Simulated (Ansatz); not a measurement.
Basis-set extrapolation for `C#[C][Al]([CH3])[F]` (PBE0-D4/def2-TZVP geometry, frozen core, Ansatz 0.2.0). Multiplicity 1, RHF reference.

```
                      def2-TZVPP   def2-QZVPP
                 HF  -457.433177  -457.450234
    MP2 correlation    -0.798059    -0.858938
CCSD(T) correlation    -0.857171      not run
```

Energies in hartree. Use E(X) = E(∞) + A·exp(−7.88·√X) for Hartree–Fock and E(X) = E(∞) + B·X^(−2.97) for correlation, with X = 3 and 4, and add CCSD(T) minus MP2 of the smaller set to the MP2 limit.

Problem. What is the CCSD(T) energy at the basis-set limit?

Solution. HF limit: -457.450234 + (-0.017057) × 0.13774 = -457.45258. MP2 limit: -0.858938 + (-0.060879) × 0.74074 = -0.90403. Higher-order term: -0.857171 − (-0.798059) = -0.05911. Total: -458.41572 hartree, 329.2 kJ/mol below CCSD(T)/def2-TZVPP.
